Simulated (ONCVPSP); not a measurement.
## Before and after: ONCV potential for Ti

* Element: titanium (Ti)
* Generator: ONCVPSP 4.0.1
* Type: optimised norm-conserving Vanderbilt (ONCV)
* Functional: LDA (Perdew-Wang 92)
* Relativity: scalar-relativistic
* Frozen core: [Ne]
* Valence charge: 12
* Reference configuration: 3s2 3p6 3d2 4s1.5 4p0.5
* Partial waves: 3s+4s: rc 1.95 bohr, ncon 4, nbas 7, qcut 7.1 1/bohr, 2 projectors; 3p+4p: rc 1.60 bohr, ncon 5, nbas 9, qcut 10.8 1/bohr, 2 projectors; 3d: rc 1.70 bohr, ncon 4, nbas 8, qcut 10.7 1/bohr, 3 projectors, debl 0.4 Ha
* Local potential: polynomial inside 1.40 bohr (lpopt 5, dvloc0 0 Ha)
* Core correction: none

Change: d: qcut 7.

Cutoffs: the cutoffs (Ha) at which the residual kinetic energy of the hardest occupied pseudo-wave falls to 1 and 0.1 mHa per electron; they do not see the model core or the augmentation charge, which bear on the density cutoff. Errors are all-electron minus pseudo energies relative to the spin-unpolarised reference configuration.

**Question.** How do hardness, ghosts and transferability respond?

**Answer.** The potential gets neither clearly harder nor softer (36 Ha and 42 Ha → 24 Ha and 74 Ha); the lowest positive-energy flag moves from none to d at 48.3 eV; the errors of the 3 common tests hardly move; the range in which the d phases agree narrows (upper end at the end of the scan → 1.7); neither file shows a bound ghost.

```csv
quantity,base,changed
"cutoff, loose",36 Ha,24 Ha
"cutoff, tight",42 Ha,74 Ha
loose cutoff by channel,"s 7.7 Ha, p 19 Ha, d 36 Ha","s 7.7 Ha, p 19 Ha, d 24 Ha"
bound ghosts,none,none
GHOST(+) flags under 300 eV,none,d at 48.3 eV
tests with a reliable result,3 of 4,3 of 4
"error for 3s2 3p6 3d2 4s2 4p0, meV [ΔE -1.55 eV]",+0.1,+0.1
"error for 3s2 3p6 3d2 4s1 4p0, meV [ΔE 5.98 eV]",-0.3,-0.2
"error for 3s2 3p6 3d2 4s0 4p0, meV [ΔE 19.78 eV]",-0.9,-0.8
s: phases at 1.97 bohr within 0.05 rad from the reference energy up to (Ha; the scan ends near 5),to the end of the scan,to the end of the scan
p: phases at 1.62 bohr within 0.05 rad from the reference energy up to (Ha; the scan ends near 5),to the end of the scan,to the end of the scan
d: phases at 1.73 bohr within 0.05 rad from the reference energy up to (Ha; the scan ends near 5),to the end of the scan,1.7
```
